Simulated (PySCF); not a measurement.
Geometry (Å), atoms numbered from 1 in this order:
```xyz
16

C    -1.5820    1.0317   -0.3408
N    -1.0287   -0.2556   -0.0063
C    -1.2770   -0.6742    1.3499
Si    0.3459   -0.8775   -0.8762
Si    2.4000    0.0808   -0.2200
H    -2.6733    1.0435   -0.1635
H    -1.1461    1.8644    0.2499
H    -1.4205    1.2591   -1.4058
H    -0.8175   -0.0047    2.1067
H    -2.3632   -0.7022    1.5559
H    -0.8844   -1.6884    1.5214
H     0.1330   -0.6039   -2.3323
H     0.4155   -2.3543   -0.6412
H     2.3776    1.5634   -0.4347
H     3.5538   -0.4865   -0.9888
H     2.6455   -0.1623    1.2379
```

[PySCF: shieldings: GIAO KT2/pcSseg-2; geometry from PBE0-D3(BJ)/def2-SVP; fast rotation and ring inversion assumed for equivalent nuclei; relativity neglected; one conformer; no solvent model]

δ = σ(ref) − σ, references computed at the same level: TMS for ¹³C (182.28 ppm), ¹H (31.18 ppm), ²⁹Si (350.99 ppm); ¹⁵N (260.12 ppm) against NH3.

```json
{"atoms": "H14/H15/H16", "nucleus": "¹H", "count": "3", "δ (ppm)": "3.40"}
{"atoms": "H6/H7/H8/H9/H10/H11", "nucleus": "¹H", "count": "6", "δ (ppm)": "2.65"}
{"atoms": "N2", "nucleus": "¹⁵N", "count": "1", "δ (ppm)": "13.5"}
{"atoms": "Si4", "nucleus": "²⁹Si", "count": "1", "δ (ppm)": "-33.8"}
{"atoms": "H12/H13", "nucleus": "¹H", "count": "2", "δ (ppm)": "?"}
{"atoms": "Si5", "nucleus": "²⁹Si", "count": "1", "δ (ppm)": "?"}
{"atoms": "C1/C3", "nucleus": "¹³C", "count": "2", "δ (ppm)": "43.1"}
```

Estimate the values marked ?.

## Answers


- H12/H13: 5.32 ppm, hydrogen on a silicon bonded to N, Si
- Si5: -128.5 ppm, silicon bonded to Si, 3 H

Shifts are as computed. Against solution values, carbons near 30 ppm lie about +3 ppm off and those near 130 ppm about -1 ppm. Of 1313 compounds with measured shifts, 239 miss one by over three times the rms of a fit or turn the order of signals round; such compounds aren't used in these exercises. Experimental scales use liquid or dissolved standards, which lie at an offset from isolated NH3 (liquid NH3: subtract about 20 ppm).
